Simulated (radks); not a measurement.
Problem. All-electron atom: the gold ion Au2+ in [Kr] 4d10 4f14 5s2 5p5.5 5d9.5 (fractional occupations, a model configuration). Calculated with a radial shooting solver on a logarithmic mesh with Libxc functionals: scalar-relativistic Kohn-Sham, r2SCAN, spin-polarised, spherical densities, finite nucleus; open shells are filled with parallel spins first (spin-orbit coupling, left out, can overturn this in heavy ions); meta-GGA in the generalised Kohn-Sham scheme; Fermi nuclear charge, rms radius 5.4371 fm. Some entries of the table are withheld. Estimate them.

| orbital | occ. | eigenvalue (Ry) | <r^2> (bohr^2) | <1/r> (bohr^-1) |
|---|---|---|---|---|
| 1s up | 1 | -5943.626 | 0.0003934 | 95.71 |
| 1s down | 1 | -5943.619 | 0.0003934 | 95.71 |
| 2s up | 1 | -1052.201 | 0.005995 | 22.46 |
| 2s down | 1 | -1052.195 | 0.005995 | 22.46 |
| 2p up | 3 | -909.8352 | 0.005048 | 19.97 |
| 2p down | 3 | -909.8265 | 0.005048 | 19.97 |
| 3s up | 1 | -250.4578 | 0.03860 | 8.338 |
| 3s down | 1 | -250.4547 | 0.03859 | 8.338 |
| 3p up | 3 | -208.9787 | 0.03970 | 7.601 |
| 3p down | 3 | -208.9741 | 0.03970 | 7.601 |
| 3d up | 5 | -164.5392 | 0.03294 | 7.144 |
| 3d down | 5 | -164.5322 | 0.03294 | 7.144 |
| 4s up | 1 | -56.17430 | 0.1868 | 3.564 |
| 4s down | 1 | -56.16243 | 0.1868 | 3.563 |
| 4p up | 3 | -42.51322 | 0.2132 | 3.221 |
| 4p down | 3 | -42.50222 | 0.2132 | 3.221 |
| 4d up | 5 | -26.01494 | 0.2426 | 2.886 |
| 4d down | 5 | -26.00195 | 0.2424 | 2.886 |
| 5s up | 1 | -9.82394 | 0.9674 | 1.455 |
| 5s down | 1 | -9.74453 | 0.9669 | 1.456 |
| 4f up | 7 | -7.73470 | 0.3012 | 2.462 |
| 4f down | 7 | -7.71656 | 0.3002 | 2.464 |
| 5p up | 3 | -6.19568 | 1.288 | 1.240 |
| 5p down | 2.5 | -6.11622 | 1.291 | 1.239 |
| 5d up | 5 | -2.09187 | (1) | 0.8884 |
| 5d down | 4.5 | -2.03108 | (2) | 0.8818 |
| 6s up | 0 | (3) | 6.473 | 0.5321 |
| 6s down | 0 | (4) | 6.569 | 0.5273 |
| 6p up | 0 | -1.02444 | 10.81 | 0.4052 |
| 6p down | 0 | -1.01653 | 10.95 | 0.4018 |

Solution. 
(1) 5d up <r^2> (bohr^2): 2.520
(2) 5d down <r^2> (bohr^2): 2.568
(3) 6s up eigenvalue (Ry): -1.65672
(4) 6s down eigenvalue (Ry): -1.63679
